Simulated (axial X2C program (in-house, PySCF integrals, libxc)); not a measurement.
# How the levels of WOH (d4 s1 p(π)0 orbitals) move with the bond length

Calculated with an axial X2C code built on PySCF integrals: two-component X2C with atomic mean-field Coulomb and Gaunt terms, basis W dyall-v3z, O dyall-av3z, H dyall-v3z (cores contracted in-house). Orbitals come from Hartree–Fock averaged over the configuration W d4 s1 p(π)0; CI then distributes these electrons over the d, s, p(π) shells of W.

At W–O–H held linear, bonds 1.958 and 0.950 Å (the second held):

```json
{"Ω": "1/2", "energy (cm⁻¹)": "0", "g∥": "2.02", "μ (D)": "0.01", "configuration": "77% d4 s1 + 22% d5"}
{"Ω": "3/2", "energy (cm⁻¹)": "393", "g∥": "5.99", "μ (D)": "-0.11", "configuration": "75% d4 s1 + 23% d5"}
{"Ω": "5/2", "energy (cm⁻¹)": "1133", "g∥": "9.83", "μ (D)": "-0.41", "configuration": "70% d4 s1 + 28% d5"}
{"Ω": "1/2", "energy (cm⁻¹)": "4263", "g∥": "2.63", "μ (D)": "1.39", "configuration": "96% d4 s1"}
{"Ω": "3/2", "energy (cm⁻¹)": "4373", "g∥": "7.32", "μ (D)": "1.41", "configuration": "98% d4 s1"}
{"Ω": "1/2", "energy (cm⁻¹)": "5248", "g∥": "1.26", "μ (D)": "0.94", "configuration": "87% d4 s1 + 8% d5"}
{"Ω": "1/2", "energy (cm⁻¹)": "5331", "g∥": "0.27", "μ (D)": "0.58", "configuration": "71% d4 s1 + 20% d3 s2"}
{"Ω": "3/2", "energy (cm⁻¹)": "5474", "g∥": "4.49", "μ (D)": "1.12", "configuration": "93% d4 s1 + 6% d5"}
{"Ω": "5/2", "energy (cm⁻¹)": "5655", "g∥": "7.98", "μ (D)": "1.28", "configuration": "97% d4 s1"}
{"Ω": "7/2", "energy (cm⁻¹)": "5836", "g∥": "11.81", "μ (D)": "1.37", "configuration": "98% d4 s1"}
{"Ω": "3/2", "energy (cm⁻¹)": "6773", "g∥": "3.74", "μ (D)": "0.43", "configuration": "65% d4 s1 + 24% d3 s2"}
{"Ω": "5/2", "energy (cm⁻¹)": "8189", "g∥": "7.81", "μ (D)": "0.40", "configuration": "66% d4 s1 + 22% d3 s2"}
{"Ω": "5/2", "energy (cm⁻¹)": "10826", "g∥": "6.15", "μ (D)": "0.09", "configuration": "63% d4 s1 + 18% d3 s2"}
{"Ω": "7/2", "energy (cm⁻¹)": "12174", "g∥": "9.74", "μ (D)": "-0.06", "configuration": "62% d4 s1 + 18% d3 s2"}
```

g∥ is the magnitude of 2⟨Lz + ge Sz⟩ for the +Ω component. μ is positive if the H end is positive. The lowest 14 levels at most are listed.

At W–O–H held linear, bonds 2.115 and 0.950 Å (the second held):

| Ω | energy (cm⁻¹) | g∥ | μ (D) | configuration |
| --- | --- | --- | --- | --- |
| 1/2 | 0 | 2.03 | -1.27 | 81% d4 s1 + 18% d5 |
| 3/2 | 415 | 6.00 | -1.38 | 80% d4 s1 + 19% d5 |
| 5/2 | 1204 | 9.81 | -1.68 | 75% d4 s1 + 23% d5 |
| 1/2 | 3985 | 2.64 | -0.05 | 99% d4 s1 |
| 3/2 | 4095 | 7.23 | -0.11 | 98% d4 s1 |
| 1/2 | 5017 | 1.33 | -0.51 | 92% d4 s1 + 8% d5 |
| 3/2 | 5210 | 4.58 | -0.38 | 94% d4 s1 + 5% d5 |
| 5/2 | 5366 | 8.01 | -0.22 | 97% d4 s1 |
| 7/2 | 5547 | 11.84 | -0.12 | 99% d4 s1 |
| 1/2 | 7124 | 2.72 | -0.56 | 77% d4 s1 + 15% d3 s2 |
| 3/2 | 8793 | 3.29 | -0.97 | 64% d4 s1 + 25% d3 s2 |
| 5/2 | 10395 | 7.54 | -0.96 | 66% d4 s1 + 23% d3 s2 |
| 5/2 | 11021 | 5.98 | 0.09 | 96% d4 s1 |
| 7/2 | 11504 | 9.72 | 0.15 | 98% d4 s1 |

The lowest level lies 2341 cm⁻¹ above the lowest at the first distance.

(1) How does the gap from the lowest to the fifth level change between the two distances?

Dynamic correlation is missing, so gaps between terms are too wide and other configurations may lie lower; the lowest level listed is that of this model, not necessarily the ground state. For d shells the ligand-field splittings (σ, π, δ) and their order can be off by a thousand cm⁻¹ or more. At most 4 roots were kept for each Ω > 0 (twice that for Ω = 0) within 3.2 eV of the lowest, so higher up levels can be missing between those listed; levels with Ω > 0 are doubly degenerate and listed once, Ω = 0 levels singly. Some active spinors are only partly of the character that their shell is named for, so the shell names and counts are nominal. States that fill the shells left empty in the average are placed too high. The molecule was held linear; bending was not examined.

## Answers

(1) From 4373 to 4095 cm⁻¹, a factor of 0.94.
